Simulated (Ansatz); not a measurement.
Reaction (substitution at a C–Si bond): `C[Si](O)(Cl)Br` + `NCSS` → `CNCSS` + `O[SiH](Cl)Br`

Calculated with Ansatz (gas phase, PBE0-D4/def2-TZVP geometries, no zero-point term in ΔE). CCSD(T)/CBS adds triple-zeta CCSD(T) − MP2 to the extrapolated MP2 energy (def2 sets, frozen cores). Functionals use def2-TZVPP. B3LYP here is the variant with VWN-RPA as its local correlation; programs differ in this. For Br outer-core shells are correlated without core-valence functions, which leaves a few kJ/mol of doubt a bond. Scalar relativity is left out up to krypton. Each species was taken in one conformer, which may not be the lowest.

| level | ΔE (kJ/mol) | difference from CCSD(T)/CBS |
| --- | --- | --- |
| PBE-D4 | 83.4 | -2.1 |
| PBE0-D4 | 85.4 | -0.1 |
| B3LYP-D4 | 82.5 | -3.0 |
| ωB97X-V | 82.9 | -2.6 |
| ωB97M-V | 87.5 | 2.0 |
| B2PLYP | 83.0 | -2.5 |
| r2SCAN | 87.8 | 2.3 |
| PBE0 | 85.0 | -0.5 |
| HF/def2-TZVPP | 79.7 | -5.8 |
| SCS-MP2/def2-TZVPP | 81.7 | -3.8 |
| CCSD/def2-TZVPP | 83.3 | -2.2 |
| CCSD(T)/def2-TZVPP | 83.1 | -2.4 |
| HF/def2-QZVPP | 79.5 | -6.0 |
| SCS-MP2/def2-QZVPP | 83.1 | -2.4 |
| HF/CBS(def2) | 79.4 | -6.1 |
| CCSD/CBS(def2) | 85.7 | 0.2 |
| CCSD(T)/CBS | 85.5 | 0 |

Largest T1 diagnostic among the species: 0.012.

In def2-TZVPP, CCSD(T) changes the Hartree–Fock value by +3.5 kJ/mol (the triples alone add −0.2 kJ/mol) and MP2 by +6.5 kJ/mol.
